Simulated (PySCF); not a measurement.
C₄H₁₅NSi₂, SMILES CC(C)(C)[SiH2][SiH2]N, singlet (GFN2-xTB optimised geometry):

```
22

C      1.361    -0.481     0.000
C     -0.167    -0.481     0.000
C     -0.659    -1.173     1.269
C     -0.663     0.964     0.000
Si    -0.831    -1.398    -1.552
Si    -0.223    -0.325    -3.499
N     -0.747    -1.370    -4.767
H      1.746    -1.499     0.006
H      1.751     0.028    -0.879
H      1.745     0.030     0.884
H     -1.746    -1.174     1.311
H     -0.318    -2.205     1.303
H     -0.286    -0.663     2.158
H     -1.751     0.999     0.002
H     -0.308     1.494     0.885
H     -0.307     1.499    -0.879
H     -0.333    -2.785    -1.457
H     -2.289    -1.517    -1.371
H     -0.920     0.932    -3.796
H      1.218     0.009    -3.577
H     -0.529    -2.352    -4.716
H     -0.668    -1.058    -5.721
```

Level of theory: PBE0/def2-SVP run with PySCF.

Task: What are the frontier orbital energies and the dipole moment?

Result: HOMO-2 -8.45 eV, HOMO-1 -7.69 eV, HOMO -7.00 eV, LUMO -0.03 eV, LUMO+1 0.76 eV; dipole moment 0.88 D.

On the same geometry PBE/def2-SVP (PySCF 2.14.0) gives HOMO-2 -7.18 eV, HOMO-1 -6.45 eV, HOMO -5.55 eV, LUMO -0.84 eV, LUMO+1 -0.05 eV; dipole moment 0.88 D.

Meta-Löwdin charges at PBE0/def2-SVP: C1 -0.30, C2 -0.12, C3 -0.30, C4 -0.30, Si5 0.34, Si6 0.50, N7 -0.68, H8 0.09, H9 0.09, H10 0.09, H11 0.10, H12 0.10, H13 0.09, H14 0.10, H15 0.09, H16 0.09, H17 -0.09, H18 -0.08, H19 -0.10, H20 -0.13, H21 0.21, H22 0.21.
